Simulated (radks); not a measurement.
Task: Valence configurations of the iodine ion I3+ (all share [Kr]). All-electron calculation, scalar-relativistic Kohn-Sham, r2SCAN, spin-polarised, spherical densities, finite nucleus; open shells are filled with parallel spins first (spin-orbit coupling, left out, can overturn this in heavy ions); meta-GGA in the generalised Kohn-Sham scheme; Fermi nuclear charge, rms radius 4.75 fm. Program: a radial shooting solver on a logarithmic mesh with Libxc functionals. Order these by energy: 4d10 5s1.5 5p2.5; 4d7 5s2 5p5; 4d9 5s2 5p3; 4d9 5p5; 4d8 5s1 5p5; 4d9.5 5p4.5; 4d10 5p4; 4d10 5s1 5p3; 4d8 5s2 5p4; 4d10 5s2 5p2.

Result: From the lowest, in eV above it: 4d10 5s2 5p2 0.000; 4d10 5s1.5 5p2.5 4.490; 4d10 5s1 5p3 8.146; 4d10 5p4 25.152; 4d9 5s2 5p3 49.643; 4d9.5 5p4.5 51.528; 4d9 5p5 78.802; 4d8 5s2 5p4 106.98; 4d8 5s1 5p5 120.52; 4d7 5s2 5p5 167.82. NIST lists [Kr] 4d10 5s2 5p2 as the ground configuration; this level of theory agrees among the configurations tried. The energies are those of spherical high-spin densities, not of single terms.
